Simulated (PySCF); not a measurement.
C2H5NOSi, SMILES O[Si@H](C#C)N. Coordinates come from a PBE-D3(BJ)/def2-SVP optimisation. The structure was generated by enumeration; whether it is a known compound was not checked. The values are those of a single conformer.

Computed equilibrium geometry at PBE-D3(BJ)/def2-SVP (PySCF confirms it by a frequency run) as a Z-matrix (one conformer of several):
```
Si
O 1 1.6777
H 2 0.9743 1 113.23
N 1 1.7328 2 111.93 3 -50.94
H 4 1.0216 1 119.31 2 137.97
H 4 1.0220 5 111.72 1 -149.77
H 1 1.4961 2 102.24 3 -176.29
C 1 1.8473 7 109.81 2 119.40
C 8 1.2293 7 148.59 1 178.02
H 9 1.0825 5 140.57 4 -170.21
```
